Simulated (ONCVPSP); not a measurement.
What the settings do to the ONCV potential of I (Z = 53)

Base potential:

iodine, optimised norm-conserving Vanderbilt (ONCV), made with ONCVPSP 4.0.1 (PBE, fully relativistic). Core [Kr] 4d10, reference 5s2 5p5. Waves: 5s: rc 1.75 bohr, ncon 5, nbas 8, qcut 3 1/bohr, local; 5p: rc 1.85 bohr, ncon 4, nbas 7, qcut 3.8 1/bohr, 2 projectors, debl 3.6 Ha. Local part: the s channel. Core correction: polynomial model core, fcfact 0.3.

Open shells are filled in proportion to 2j + 1.

Cutoffs, loose and tight: the cutoffs (Ha) at which the residual kinetic energy of the hardest occupied pseudo-wave falls to 1 and 0.1 mHa per electron. They do not see the model core or the augmentation charge, which bear on the density cutoff. Test errors are all-electron minus pseudo excitation energies from the reference, over the configurations 5s2 5p4; 5s2 5p3; 5s2 5p2; 5s2 5p1. A dash means not determined; rows that change the core or the reference have their own tests.

1 further variants are left out, since the program set their typed debl aside.

A true bound ghost makes a file unfit for plane-wave use even where its test errors are small: the radial tests pick states by their node count and pass the ghost by.

```json
{"change": "base", "outcome": "generated", "cutoff, loose": "26 Ha", "cutoff, tight": "36 Ha", "bound ghosts": "none", "GHOST(+) flags above zero": "none", "largest test error (meV)": "-123"}
{"change": "p: debl 0.3", "outcome": "generated", "cutoff, loose": "26 Ha", "cutoff, tight": "36 Ha", "bound ghosts": "p3/2, p1/2", "GHOST(+) flags above zero": "p3/2, p1/2", "largest test error (meV)": "-125"}
{"change": "p: debl 0.6", "outcome": "generated", "cutoff, loose": "26 Ha", "cutoff, tight": "36 Ha", "bound ghosts": "p3/2, p1/2", "GHOST(+) flags above zero": "p3/2, p1/2", "largest test error (meV)": "-126"}
{"change": "p: debl 0.8", "outcome": "generated", "cutoff, loose": "26 Ha", "cutoff, tight": "36 Ha", "bound ghosts": "none", "GHOST(+) flags above zero": "p3/2, p1/2", "largest test error (meV)": "-126"}
{"change": "p: debl 1.45", "outcome": "generated", "cutoff, loose": "26 Ha", "cutoff, tight": "36 Ha", "bound ghosts": "none", "GHOST(+) flags above zero": "p3/2, p1/2", "largest test error (meV)": "-126"}
{"change": "p: debl 2.35", "outcome": "generated", "cutoff, loose": "26 Ha", "cutoff, tight": "36 Ha", "bound ghosts": "none", "GHOST(+) flags above zero": "p3/2, p1/2", "largest test error (meV)": "-125"}
{"change": "p: debl 4.1", "outcome": "generated", "cutoff, loose": "26 Ha", "cutoff, tight": "36 Ha", "bound ghosts": "none", "GHOST(+) flags above zero": "none", "largest test error (meV)": "-122"}
```

Reading the sweep of the debl of the p channel (base included, trends over the rows without a ghost): The loose cutoff stays near 26 Ha. The median size of the test errors (rows with all tests solved) stays near 30.3 meV. Bound ghosts are found at 0.3, 0.6 Ha.
